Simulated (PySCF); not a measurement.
C4H5FO2 (SMILES C=C(F)C(=O)OC), singlet, geometry from GFN2-xTB, with bond 11-7 at 1.8 times its length; CASSCF(4,5)+NEVPT2/STO-3G (PySCF).

Input for PySCF:
```python
from pyscf import gto, scf, mcscf, mrpt
import numpy

mol = gto.Mole()
mol.atom = '''
    C    -2.15014687   -0.55085453   -0.73440341
    C    -1.07404008   -0.49982847    0.03576137
    F    -1.02793564   -1.13924091    1.21755393
    C     0.16204153    0.25253455   -0.32244262
    O     0.28142013    0.87837169   -1.34564682
    O     1.09786179    0.14632852    0.61587585
    C     2.31646759    0.83011244    0.36603768
    H    -2.14763970   -0.02623542   -1.67173638
    H    -3.02673030   -1.10314185   -0.44715679
    H     2.94229270    0.66177945    1.23824123
    H     3.17570047    0.11876274   -1.25222217
    H     2.12949060    1.89646219    0.22411180
'''
mol.basis = 'sto-3g'
mol.verbose = 4
mol.build()

mf = scf.RHF(mol)
mf.kernel()
mc = mcscf.CASSCF(mf, 5, 4)
mc.fix_spin_(ss=0.0)
mc.kernel()
occ = numpy.linalg.eigvalsh(mc.fcisolver.make_rdm1(mc.ci, mc.ncas, mc.nelecas))[::-1]
ss = mc.fcisolver.spin_square(mc.ci, mc.ncas, mc.nelecas)[0]
print('natural occupations', occ.round(4), ' <S^2>', round(ss, 4))
e2 = mrpt.NEVPT(mc).kernel()
print('E(NEVPT2) = %.10f' % (mc.e_tot + e2))
```

It wrote (shortened):

```
PySCF version 2.14.0

[INPUT] verbose = 4
[INPUT] num. atoms = 12
[INPUT] num. electrons = 54
[INPUT] charge = 0
[INPUT] spin (= nelec alpha-beta = 2S) = 0
[INPUT] symmetry False subgroup None
[INPUT] Mole.unit = angstrom
[INPUT] Symbol           X                Y                Z      unit          X                Y                Z       unit  Magmom
[...]
nuclear repulsion = 300.081585914935
number of shells = 26
number of NR pGTOs = 120
number of NR cGTOs = 40
basis = sto-3g
ecp = {}

******** <class 'pyscf.scf.hf.RHF'> ********
method = RHF
initial guess = minao
damping factor = 0
level_shift factor = 0
DIIS = <class 'pyscf.scf.diis.CDIIS'>
diis_start_cycle = 1
diis_space = 8
diis_damp = 0
SCF conv_tol = 1e-09
SCF conv_tol_grad = None
SCF max_cycles = 50
direct_scf = True
direct_scf_tol = 1e-13
Set gradient conv threshold to 3.16228e-05
Initial guess from minao.
init E= -399.410500884286
[...]
cycle= 1 E= -397.721728621221  delta_E= 1.69  |g|= 0.837  |ddm|= 4.59
[...]
cycle= 2 E= -397.906328512289  delta_E= -0.185  |g|= 0.536  |ddm|= 1.63
[...]
cycle= 3 E= -397.980057694501  delta_E= -0.0737  |g|= 0.0846  |ddm|= 0.654
[...]
cycle= 4 E= -397.983610151516  delta_E= -0.00355  |g|= 0.0401  |ddm|= 0.162
[...]
cycle= 5 E= -397.984453264846  delta_E= -0.000843  |g|= 0.0117  |ddm|= 0.0826
[...]
cycle= 6 E= -397.984567541877  delta_E= -0.000114  |g|= 0.00357  |ddm|= 0.0371
[...]
cycle= 7 E= -397.984575976287  delta_E= -8.43e-06  |g|= 0.00111  |ddm|= 0.0102
[...]
cycle= 8 E= -397.98457671761  delta_E= -7.41e-07  |g|= 0.000302  |ddm|= 0.00299
[...]
cycle= 9 E= -397.984576778019  delta_E= -6.04e-08  |g|= 6.08e-05  |ddm|= 0.000859
[...]
cycle= 10 E= -397.984576780433  delta_E= -2.41e-09  |g|= 1.79e-05  |ddm|= 0.000139
[...]
cycle= 11 E= -397.984576780756  delta_E= -3.23e-10  |g|= 5.54e-06  |ddm|= 5.86e-05
[...]
Extra cycle  E= -397.984576780783  delta_E= -2.68e-11  |g|= 3.11e-06  |ddm|= 1.22e-05
converged SCF energy = -397.984576780783

******** <class 'pyscf.mcscf.mc1step.CASSCF'> ********
CAS (2e+2e, 5o), ncore = 25, nvir = 10
max_cycle_macro = 50
max_cycle_micro = 4
conv_tol = 1e-07
conv_tol_grad = None
orbital rotation max_stepsize = 0.02
orbital rotation threshold for CI restart = 0.01
augmented hessian ah_max_cycle = 30
augmented hessian ah_conv_tol = 1e-12
augmented hessian ah_linear dependence = 1e-14
augmented hessian ah_level shift = 1e-08
augmented hessian ah_start_tol = 2.5
augmented hessian ah_start_cycle = 3
[...]
CASCI E = -398.066777315580  S^2 = 0.0000000
CASSCF energy = -398.110589699294
CASCI E = -398.110589699294  E(CI) = -2.92533544953199  S^2 = 0.0000000
[...]
2 F 2py         -0.15189   0.00017   0.00215   0.15032   0.02495
2 F 2pz         -0.08471   0.00004   0.00047   0.08385   0.01622
3 C 1s           0.00001   0.00033  -0.00022   0.00000   0.00005
3 C 2s          -0.00054  -0.01114   0.01124  -0.00014  -0.00504
3 C 2px         -0.02091  -0.02991   0.02310   0.01463  -0.26796
3 C 2py          0.04628   0.03568  -0.02299  -0.03362   0.59178
3 C 2pz          0.02545   0.01339  -0.00657  -0.01877   0.33096
4 O 1s           0.00000   0.00006   0.00006  -0.00000  -0.00003
4 O 2s          -0.00010  -0.00452  -0.00229  -0.00002   0.00140
4 O 2px          0.04811   0.00480  -0.02401  -0.05192   0.21578
4 O 2py         -0.10936  -0.04420   0.05298   0.11678  -0.48764
4 O 2pz         -0.06091  -0.01796   0.01912   0.06560  -0.26959
5 O 1s           0.00001   0.00019  -0.00020   0.00000   0.00010
5 O 2s           0.00019   0.00455  -0.00690   0.00010  -0.00713
5 O 2px          0.01381  -0.09308   0.09338  -0.02084   0.07983
5 O 2py         -0.03670   0.05394  -0.06013   0.04430  -0.22164
5 O 2pz         -0.01742   0.11479  -0.11802   0.02623  -0.12095
6 C 1s           0.00003   0.00095   0.00204  -0.00005   0.00020
6 C 2s           0.00760   0.25165  -0.28248   0.00673  -0.01914
6 C 2px          0.00664   0.25082  -0.25768   0.00787  -0.03938
6 C 2py         -0.00580  -0.25383   0.24772  -0.00949  -0.00804
6 C 2pz         -0.01514  -0.51393   0.51293  -0.01343   0.01867
7 H 1s          -0.00004   0.00040  -0.00019  -0.00004  -0.00175
8 H 1s          -0.00009  -0.00044   0.00047   0.00001  -0.00161
9 H 1s          -0.00220  -0.05968   0.04753  -0.00065   0.01741
10 H 1s          0.00906   0.71177   0.70162  -0.00211  -0.00477
11 H 1s          0.00342  -0.06922   0.05656  -0.00799   0.03967
<CAS-nat-orb|mo-hf>  26     26       0.92512264
<CAS-nat-orb|mo-hf>  27     27       0.89882006
<CAS-nat-orb|mo-hf>  28     28       0.93471110
<CAS-nat-orb|mo-hf>  29     29       0.77440138
<CAS-nat-orb|mo-hf>  29     30       0.57930457
<CAS-nat-orb|mo-hf>  30     29      -0.52667887
<CAS-nat-orb|mo-hf>  30     30       0.81194742
Sr    (-1)',   E = -0.00000822235840
Si    (+1)',   E = -0.00180802708726
Sijrs (0)  ,   E = -0.15366764565280
Sijr  (+1) ,   E = -0.07342175263227
Srsi  (-1) ,   E = -0.00211512352374
Srs   (-2) ,   E = -0.00052456721674
Sij   (+2) ,   E = -0.02230001010668
Sir   (0)' ,   E = -0.03345321745695
Nevpt2 Energy = -0.287298566034845
E(NEVPT2) = -398.3978882653
```
